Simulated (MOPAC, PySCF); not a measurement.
H₃B, SMILES `B`, neutral singlet in the gas phase. 

Cartesian coordinates (Å):
```xyz
4

B      0.0000     0.0000     0.0000
H     -0.8588    -0.8229     0.0003
H     -0.2833     1.1552    -0.0001
H      1.1421    -0.3323    -0.0002
```
Charge 0, multiplicity 1.

All levels are single points at this geometry (B3LYP-D3(BJ)/def2-TZVP); Pople sets use spherical d functions. Orbital energies aren't observables, and empty levels follow the basis.

AM1 in MOPAC gives gap (eV) = 13.46.

Task: Estimate the gap (eV) from each of these levels: ωB97X-D3(BJ)/def2-TZVP in PySCF; B3LYP/3-21G in PySCF; B3LYP/6-311+G** in PySCF; HF/3-21G in PySCF; HF/6-31G* in PySCF; HF/STO-3G in PySCF; PM6 in MOPAC; PM7 in MOPAC.

Result: 
```json
[
 {"level": "ωB97X-D3(BJ)/def2-TZVP in PySCF", "gap (eV)": "12.84"},
 {"level": "B3LYP/3-21G in PySCF", "gap (eV)": "7.70"},
 {"level": "B3LYP/6-311+G** in PySCF", "gap (eV)": "7.51"},
 {"level": "HF/3-21G in PySCF", "gap (eV)": "15.68"},
 {"level": "HF/6-31G* in PySCF", "gap (eV)": "15.94"},
 {"level": "HF/STO-3G in PySCF", "gap (eV)": "19.11"},
 {"level": "PM6 in MOPAC", "gap (eV)": "11.42"},
 {"level": "PM7 in MOPAC", "gap (eV)": "11.67"}
]
```
